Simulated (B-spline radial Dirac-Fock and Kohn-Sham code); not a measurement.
## Elastic and transport cross sections of rhenium for electrons

Method: relativistic (Dirac) partial waves in the static field of the Dirac-Fock atom with Furness-McCarthy exchange, without polarisation or absorption potentials. Computed with a B-spline atomic structure program. Below a few hundred eV the neglected polarisation potential matters, most of all at small angles. σ_tr1 and σ_tr2 weight the cross section with 1 − P₁ and 1 − P₂ of cos θ; "backward" is the share scattered beyond 90°.

```tsv
energy (eV)	σ (a₀²)	σ_tr1 (a₀²)	σ_tr2 (a₀²)	σ/σ_tr1	backward (%)
50	44.5	15.9	23.6	2.81	15
53.7	44.6	14.5	22.4	3.08	14
56.5	44.5	13.5	21.5	3.29	12
59.7	44.2	12.5	20.5	3.55	11
69.2	43.2	10.0	17.7	4.32	8.1
71.2	43.0	9.57	17.2	4.49	7.6
75.7	42.3	8.69	16.0	4.87	6.5
82.2	41.4	7.63	14.5	5.42	5.2
92.2	39.8	6.38	12.5	6.24	3.8
100	38.6	5.65	11.2	6.84	3.1
111	36.9	4.88	9.77	7.56	2.3
142	32.6	3.78	7.26	8.62	1.8
200	26.4	3.43	5.83	7.70	3.3
300	20.0	3.69	5.51	5.43	6.7
400	?	?	?	?	?
402	16.5	3.75	4.99	4.41	9.0
415	16.2	3.74	4.90	4.33	9.2
500	14.5	3.61	4.32	4.02	10
549	13.8	3.51	3.99	3.93	11
```

Problem. Fill in the row for 400 eV.

Solution. σ = 16.6 a₀², σ_tr1 = 3.75 a₀², σ_tr2 = 5.00 a₀², σ/σ_tr1 = 4.42, backward 8.9 %. The ratio σ/σ_tr1 is roughly the number of elastic collisions that randomise the direction.
